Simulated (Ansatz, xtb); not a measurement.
C4H4N2Si: 3 structures ranked

3 gas-phase structures of C4H4N2Si, from a drawn sample of its isomers (lower ones may exist). Each was relaxed with GFN2-xTB:

A. `N#CC#C/C=N/[SiH3]`, a singlet
B. `N#CC1=CC=N[SiH2]1`, a singlet
C. `N#CC#C/C=N\[SiH3]`, a singlet

Problem. Estimate their order in r2SCAN-D4/def2-SVP energy at these geometries, lowest first.

Solution. Calculated order at r2SCAN-D4/def2-SVP: B (0.000), A (1.810), C (1.836) eV. Less than 1 kcal/mol parts A and C, so the order within that pair means little.

Energies above the lowest of each column, in eV; the last columns are at B3LYP-D3(BJ)/def2-SVP geometries and were run for some of them only (a dash: not run or not comparable):

| structure | GFN2-xTB | HF/STO-3G | r2SCAN-D4/def2-SVP | B3LYP-D3(BJ)/def2-SVP | CCSD(T)/def2-SVP + ΔMP2/def2-TZVPP |
| --- | --- | --- | --- | --- | --- |
| B | 0.000 | 0.000 | 0.000 | 0.000 | 0.000 |
| A | 1.069 | 2.274 | 1.810 | 1.673 | 1.795 |
| C | 1.084 | 2.269 | 1.836 | – | – |

Every level run on B puts it lowest or level with the lowest. Some further structures that were screened fall inside this span and aren't listed. Frequencies (GFN2-xTB) were run for A, B alone. ΔMP2 is the change of the MP2 energy from the smaller to the larger basis.

Programs: Ansatz 0.2.0, xtb 6.7.1.
